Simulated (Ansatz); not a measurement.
Harmonic frequencies (cm⁻¹) at PBE0-D4/def2-TZVP from Ansatz: 86, 120, 166, 284, 458, 480, 499, 736, 787, 865, 979, 981, 1350, 1462, 1478, 1581, 3057, 3146, 3161, 3582, 3688.

Each molecule was computed in one conformer, which needn't be the lowest.

(1) Which molecule is it?
A. `S[SiH]1CN1`
B. `NC1[SiH2]S1`
C. `CS[Si]N`
D. `C=N[SiH2]S`

Results:

(1) C.
